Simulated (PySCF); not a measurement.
Relaxation of singlet PbSCl2

Computed with PySCF, PBE, basis Pb def2-SVP with ECP60, S def2-SVP, Cl def2-SVP (scalar-relativistic core potentials, no spin–orbit coupling, density fitting). A (50,194) grid was used.

A hand-made trigonal planar start, of C2v symmetry, held to at least that symmetry:

Coordinates in bohr (charge 0 multiplicity 1):
```
Pb   -0.0358   -0.0621    0.0000
S    -2.1995   -3.8098    0.0000
Cl    4.5562   -0.0620    0.0000
Cl   -2.3319    3.9146    0.0000
```

**Question.** What does it relax to?

**Answer.** It ends at C2v with Pb–Cl 2.463 Å (×2), Pb–S 2.330 Å; Cl–Pb–Cl 101.1°, Cl–Pb–S 129.5° (×2) (after a last refinement on a finer grid). The frequency run here used a shortcut that can spoil soft modes, so no verdict on minimum or saddle point is given. Other isomers or separated fragments may lie lower.

**Question.** How much energy is released, and in how many steps?

**Answer.** 18.6 kJ/mol in 5 steps.

No spin–orbit coupling is included, which matters more the heavier the element.

The relaxation took roughly 50 core-seconds on a shared host.
